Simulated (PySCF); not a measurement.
Compound: C7H8.
Bonds: C1–C2 (double), C2–C3, C3–C4 (double), C4–C5, C5–C6, C6–C7, C2–C4, C5–C7. Hydrogens: H8, H9 on C1; H10 on C3; H11 on C5; H12, H13 on C6; H14, H15 on C7.

The geometry is computed with GFN2-xTB (gas phase).

(1) Give the optimised bond lengths and angles.

Answers

(1) 
| bond | length (Å) |
| --- | --- |
| C1=C2 | 1.312 |
| C2–C3 | 1.446 |
| C3=C4 | 1.331 |
| C4–C5 | 1.438 |
| C5–C6, C5–C7 | 1.513 |
| C6–C7 | 1.488 |
| C2–C4 | 1.452 |
| C1–H8 | 1.077 |
| C1–H9 | 1.077 |
| C3–H10 | 1.063 |
| C5–H11 | 1.084 |
| C6–H12, C7–H15 | 1.079 |
| C6–H13, C7–H14 | 1.079 |

Bonds in one row agree within 0.01 Å and their mean is given. A selection of angles:
| angle | degrees |
| --- | --- |
| C2–C1–H8 | 121.7 |
| C2–C1–H9 | 121.5 |
| H8–C1–H9 | 116.8 |
| C1–C2–C3 | 152.8 |
| C1–C2–C4 | 152.5 |
| C3–C2–C4 | 54.7 |
| C2–C3–C4 | 62.9 |
| C2–C3–H10 | 148.4 |
| C4–C3–H10 | 148.8 |
| C3–C4–C5 | 150.8 |
| C2–C4–C3 | 62.4 |
| C2–C4–C5 | 146.8 |
| C4–C5–C6 | 118.1 |
| C4–C5–H11 | 115.2 |
| C6–C5–C7 | 58.9 |
| C6–C5–H11 | 117.5 |
| C5–C6–C7 | 60.6 |
| C5–C6–H12 | 117.2 |
| C5–C6–H13 | 117.4 |
| C7–C6–H12 | 118.3 |
| C7–C6–H13 | 118.8 |
| H12–C6–H13 | 114.3 |

Dihedral angles: C1–C2–C3–C4 180° (antiperiplanar); C2–C3–C4–C5 180° (antiperiplanar); C3–C4–C5–C6 146° (anticlinal); C4–C5–C6–C7 108° (anticlinal); C1–C2–C4–C3 180° (antiperiplanar); C4–C5–C7–C6 -108° (anticlinal).

The 3-membered ring C2–C3–C4 has internal angles of 54.7° to 62.9°. The C–C distances run from 1.312 Å (C1=C2, drawn double) to 1.513 Å (C5–C7, drawn single), a spread of 0.201 Å. The 3-membered ring C5–C6–C7 has internal angles of 58.9° to 60.6°.

Point group: Cs (every atom within 0.08 Å of its image). GFN2-xTB frequencies: not computed here. The numbers are those of one conformer.
